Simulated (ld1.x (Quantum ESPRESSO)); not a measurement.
What one change does to a pseudopotential (B (Z = 5), ultrasoft)

boron (B), ultrasoft, made with ld1.x (Quantum ESPRESSO) 7.5 (PBE, scalar-relativistic). Core [He], reference 2s1.5 2p1.5. Waves: 2s (bound): rcut 1.00, rcutus 1.35 bohr; 2s channel at 1.3 Ry: rcut 1.00, rcutus 1.35 bohr; 2p (bound): rcut 3.00, rcutus 3.25 bohr; 2p channel at 1.85 Ry: rcut 3.00, rcutus 3.25 bohr; 3d channel at -0.1 Ry: rc 2.75 bohr. Local part: the d channel. Core correction: none. Augmentation charge: PSQ, radius 0.85 bohr.

Change: waves 2p (bound): rcut 3.00, rcutus 4.48 bohr; 2p channel at 1.85 Ry: rcut 3.00, rcutus 4.48 bohr.

Cutoffs: the cutoffs (Ry, on a coarse ladder) from which the occupation-weighted sum of valence levels, in a spherical-Bessel basis at the reference potential, stays within 10 and 1 mRy of its value at 400 Ry; they do not see the model core or the augmentation charge, which bear on the density cutoff. Errors are all-electron minus pseudo energies relative to the spin-unpolarised reference configuration.

Task: How do hardness, ghosts and transferability respond?

Result: The potential gets neither clearly harder nor softer (12 Ry and 18 Ry → 12 Ry and 18 Ry); of the 7 tests that both files solve, the error grows in 1 and shrinks in 2 by more than 15 % and 0.3 meV (median size 15.6 → 32.4 meV); neither file shows a bound ghost.

| quantity | base | changed |
| --- | --- | --- |
| cutoff, loose | 12 Ry | 12 Ry |
| cutoff, tight | 18 Ry | 18 Ry |
| bound ghosts | none | none |
| error for 2s2 2p1, meV [ΔE -2.92 eV] | +14 | +14 |
| error for 2s2 2p0, meV [ΔE 5.30 eV] | +100 | +100 |
| error for 2s1 2p0, meV [ΔE 30.72 eV] | +129 | +129 |
| error for 2s2 2p0.5, meV [ΔE -0.03 eV] | +38 | +32 |
| error for 2s1 2p2, meV [ΔE 2.93 eV] | +16 | +15 |
| error for 2s1 2p1, meV [ΔE 11.44 eV] | +2.1 | -37 |
| error for 2s2 2p1.3, meV [ΔE -3.66 eV] | +8.8 | +1.3 |
| lowest overlap eigenvalue by channel | s 0.66, p 0.79 | s 0.66, p 1.00 |
